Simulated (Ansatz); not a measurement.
The molecule MgO, multiplicity 3 (not the ground state: that is measured with 2S+1 = 1).

Seven points along R, fitted to fifth degree in 1/R; most abundant isotopes. In def2 and cc sets the state is the lowest found near the PBE0 minimum, followed along R.

Run with Ansatz (Gaussian orbitals). 

Energies at PBE/def2-TZVPP:

| R (Å) | E (hartree) |
|---|---|
| 1.750737 | -275.04120644 |
| 1.797800 | -275.04528046 |
| 1.841098 | -275.04748671 |
| 1.890043 | -275.04855270 |
| 1.938988 | -275.04841471 |
| 1.995464 | -275.04709932 |
| 2.061352 | -275.04440339 |

Task: With a reduced mass of 9.5958 u, find the minimum, the force constant and the constants.

Result: A fifth-degree polynomial in 1/R puts the minimum at r_e = 1.9078 Å with force constant 200 N/m. Then ω_e = (1/2πc)√(k/μ) = 595 cm⁻¹ and B_e = h/(8π²cμr_e²) = 0.4827 cm⁻¹; the cubic and quartic terms give α_e = 0.0051 and ω_e x_e = 4.4 cm⁻¹.

Ansatz is a quantum-chemistry and plane-wave program.
